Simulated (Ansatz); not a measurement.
A run for Ansatz (a program for electronic structure): R-MP2/aug-cc-pVTZ on BeH3N (SMILES [BeH][NH2]), atoms moved off the minimum.

Ansatz 0.2 input:
```yaml
crystal:
  periodic: [false, false, false]
  atoms:
    - {symbol: Be, position_ang: [-0.54297310, -0.11746486, -0.73376457]}
    - {symbol: H, position_ang: [-1.35542248, -0.23073028, -1.77142841]}
    - {symbol: N, position_ang: [0.30119897, 0.06708835, 0.40311491]}
    - {symbol: H, position_ang: [1.07968409, -0.58998473, 0.65163618]}
    - {symbol: H, position_ang: [0.29456448, 0.85702652, 0.97925941]}
basis:
  gaussian:
    orbitals: aug-cc-pVTZ
magnetization: {spin_polarized: false}
correlation: {method: mp2, electrons: outside_noble_gas}
scf: {lower_state_search: off}
output: {forces: true}
```

It printed:

```
WARN ansatz: RAYON_NUM_THREADS=1 ignored (pool sized by the plan → 1); use --threads N
Functional definition: HF
these checks for a lower state are left out or cut short: starts, cluster_reference, orbital_swaps, neighbouring_geometries, increment
integrals: 0.17 GiB planned
918 factors; integrals over basis functions are off by at most 7.2e-4 eV
mean field: 0.28 GiB planned
mean field evaluation 1: about -1925.5374 eV, gradient 3.9e1 eV
mean field evaluation 2: about -1925.5378 eV, gradient 3.9e1 eV
mean field evaluation 4: about -1928.7742 eV, gradient 2.3e0 eV
mean field evaluation 8: about -1928.8011 eV, gradient 9.6e-2 eV
mean field -1928.80115731 eV, -70.8821351426 hartree, gradient 2.5e-6 eV, S^2 0.000000; 0 other end points of the search recorded, 0 dependent functions left out
2 core orbitals not correlated
reference -1928.80115731 eV, -70.8821351426 hartree; 5, 5 occupied and 154, 154 virtual orbitals, 918 factors
densities: 0.34 GiB planned
second order -7.54013100 eV of doubles, -0.00000000 eV of singles
the calculation of the forces begins
Total energy: -1936.34128830 eV, -71.1592298459 hartree
Atom 0 at    -0.542973    -0.117465    -0.733765 Å, force    -1.658413    -0.300565    -2.146835 eV/Å
Atom 1 at    -1.355422    -0.230730    -1.771428 Å, force    -0.076153    -0.060858    -0.127252 eV/Å
Atom 2 at     0.301199     0.067088     0.403115 Å, force     2.716036    -1.913816     1.389367 eV/Å
Atom 3 at     1.079684    -0.589985     0.651636 Å, force    -1.193969     1.199408    -0.178977 eV/Å
Atom 4 at     0.294564     0.857027     0.979259 Å, force     0.212499     1.075832     1.063696 eV/Å
Dipole moment:     0.239439     0.023337     0.251022 e Å
Checks for a lower state left out: starts, cluster_reference, orbital_swaps, neighbouring_geometries, increment
```

The run converged.

Cost: roughly 4 core-seconds.
